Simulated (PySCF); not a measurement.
Work out the structure from these simulated measurements.

Elements present: C, H and O. Monoisotopic mass: 138.0317 u.

* UV, first state: lowest singlet excitation: 4.52 eV (275 nm, f = 0.059) [TDDFT PBE0/def2-SVPD]
* 13C NMR: chemical shifts (computed TMS as zero) by class: 171.0 (1 C), 163.7 (1 C), 135.4 (1 C), 134.2 (1 C), 127.7 (1 C), 125.6 (1 C), 121.3 (1 C) ppm [GIAO PBE0/pcSseg-1]
* Rotational structure: rotational constants A, B, C: 2.720, 0.952, 0.705 GHz [GFN2-xTB]
* Triplet: lowest triplet excitation (Tamm–Dancoff): 3.50 eV [TDA PBE0/def2-SVPD]
* UV, strongest line: among the 6 lowest singlet transitions: S5 at 6.25 eV (198 nm, f = 0.420) [TDDFT PBE0/def2-SVPD]
* NMR, other nuclei: isotropic shieldings of nuclei other than C and H, by class: -76 (1 O), 136 (1 O), 209 (1 O) ppm [GIAO PBE0/pcSseg-1]
* Polarisability: 92.7 au [PBE0/def2-SVPD]
* Dipole: 0.97 D [PBE0/def2-SVPD]

The electronic properties come from PySCF, for the isolated species, density fitting. Levels stand in brackets. Geometry: GFN2-xTB, one conformer, isolated molecule. NMR values are class means; diastereotopic atoms form classes of their own.

Task: Which formula fits the mass and the elements?

Result: C7H6O3 (calculated 138.0317). No other formula that holds each of these elements comes within 0.0003 u with a fitting electron parity and a possible valence count.

Task: What is the compound? Reason from the data.

Result: Numbering: `[O:1]=[C:2]([OH:3])[c:4]1[cH:5][cH:6][cH:7][c:8]([OH:9])[cH:10]1`. Its formula, C7H6O3, gives 5 degrees of unsaturation: 1 ring and 4 π bonds in the structure found (Kekulé form). 7 carbons fall into 7 classes; from least to most shielded: carboxylic acid carbon [C2] (171.0 ppm), aromatic carbon bearing oxygen [C8] (163.7 ppm), aromatic CH carbon [C6] (135.4 ppm), substituted aromatic carbon [C4] (134.2 ppm), aromatic CH carbon [C5] (127.7 ppm), aromatic CH carbon [C7] (125.6 ppm), aromatic CH carbon [C10] (121.3 ppm). The other shieldings belong to: -76 ppm, acid carbonyl oxygen [O1]; 136 ppm, acid hydroxyl oxygen [O3]; 209 ppm, phenol-type oxygen [O9]. S1 is mainly HOMO→LUMO (weight 0.90); the largest Löwdin shares of the orbital it empties are 0.20 on the phenol-type oxygen, 0.19 on an aromatic CH carbon, 0.17 on the aromatic carbon bearing oxygen and 0.12 on an aromatic CH carbon, of the orbital it fills 0.16 on the carboxylic acid carbon, 0.14 on an aromatic CH carbon, 0.14 on the substituted aromatic carbon and 0.13 on the acid carbonyl oxygen. The optimised geometry has point group Cs and is an asymmetric top. Structure: 3-hydroxybenzoic acid, `O=C(O)c1cccc(O)c1`. Computed isomers that give other values at the same levels: `O=C1CO[C@H]1c1ccco1` (13C chemical shifts (computed TMS as zero) by class: 209.1 (1 C), 156.4 (1 C), 147.1 (1 C), 118.8 (1 C), 118.1 (1 C), 101.2 (1 C), 92.4 (1 C) ppm); `CC#C/C=C(/C=O)C(=O)O` (13C chemical shifts (computed TMS as zero) by class: 193.2 (1 C), 168.6 (1 C), 147.8 (1 C), 145.2 (1 C), 137.8 (1 C), 89.0 (1 C), 8.6 (1 C) ppm); `O=C(O)[C@]12C=C[C@H](C=C1)O2` (13C chemical shifts (computed TMS as zero) by class: 177.1 (1 C), 158.3 (2 C), 155.8 (2 C), 94.8 (1 C), 86.1 (1 C) ppm). The assignments are read from this structure; whether some other isomer fits the data as well wasn't checked.

Conformer computed: `[O:1]=[C:2]([OH:3])[c:4]1[cH:5][cH:6][cH:7][c:8]([OH:9])[cH:10]1`: O1–C2–C4–C5 180°, H–O3–C2–O1 0°, H–O9–C8–C7 180°.
